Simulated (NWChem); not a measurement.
# Lowest excitation of H2S2Si

```xyz
5

Si     0.4343     0.9224     0.0000
S      1.3779    -1.0413     0.0000
H      0.2833    -1.8621     0.0000
S     -1.6401     0.2559     0.0000
H     -2.1686     1.5147     0.0000
```
Charge 0, spin multiplicity 1.

The numbers come from NWChem runs, not from measurements. The geometry was optimised at PBE/def2-SVP, a minimum by its harmonic frequencies. It is one conformer; others weren't searched.

Basis set: def2-SVPD.

The correlated methods keep 15 core orbitals frozen. B3LYP has NWChem's definition, with VWN1-RPA local correlation. The structure started from a generated list of species. No row is a measurement; the coupled-cluster row has its own basis-set and correlation limits.

### Question
For the lowest vertical singlet excitation energy, TDA-BHandHLYP gives 4.01 eV and TD-PBE gives 3.74 eV. What do EOM-CCSD, TD-B3LYP, CIS give?

### Answer
EOM-CCSD: 3.95 eV; TD-B3LYP: 3.80 eV; CIS: 4.11 eV.
